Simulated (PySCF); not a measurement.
AlOF, SMILES [O]=[Al][F]. Geometry: B3LYP-D3(BJ)/def2-TZVP.

Method: B3LYP-D3(BJ)/def2-TZVP in PySCF.

Harmonic wavenumbers (cm⁻¹): 205, 205, 741, 1173. Rotational constants (GHz): 5.541 (linear); symmetry number 1.

Q: Work out the zero-point energy and the ideal-gas rigid-rotor harmonic-oscillator thermochemistry at 298.15 K and 1 atm.

A: ZPE = ½ Σ hcν = ½ × 2323 cm⁻¹ = 3.32 kcal/mol. H − E(el) = 6.16 kcal/mol. Entropy in cal/(mol K): translation 38.29, rotation 15.94, vibration 4.49, total 58.72. G − E(el) = -11.35 kcal/mol. Cp = 11.60 cal/(mol K).
